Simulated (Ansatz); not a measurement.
Species: sum formula GeSiH₃, net charge -1, singlet state. It need not be the lowest isomer of its formula. Whether it binds its extra electron was not tested at this geometry. 
Structure (B3LYP-D3(BJ)/def2-TZVP (Ansatz, a quantum-chemistry and plane-wave program) minimum search):
```
Ge
H 1 1.5687
H 1 1.5701 2 102.80
Si 1 2.2492 2 124.44 3 180.00
H 4 1.5394 1 91.11 2 -180.00
```
Charge -1, spin multiplicity 1.

Basis-set convergence of Hartree-Fock and CCSD(T) correlation energies (hartree) with Ansatz. Valence correlation only, unless marked. No spin-orbit coupling. The frozen core is the preceding noble-gas configuration, with the filled d and f shells of earlier blocks. No relativistic terms. This anion needs diffuse functions, which these sets lack.

The Hartree-Fock reference is unstable (checked in the largest basis), which strains HF and MP2. 

| basis | functions | E(HF) | E(corr, CCSD(T)) |
|---|---|---|---|
| def2-SVP | 65 | -2365.63707 | -0.24839 |
| def2-TZVPP | 132 | -2366.00444 | -0.30097 |
| def2-QZVPP | 249 | … | … |

Problem. Complete the blanks.

Solution. 
- def2-QZVPP, E(HF): -2366.05824
- def2-QZVPP, E(corr, CCSD(T)): -0.31499
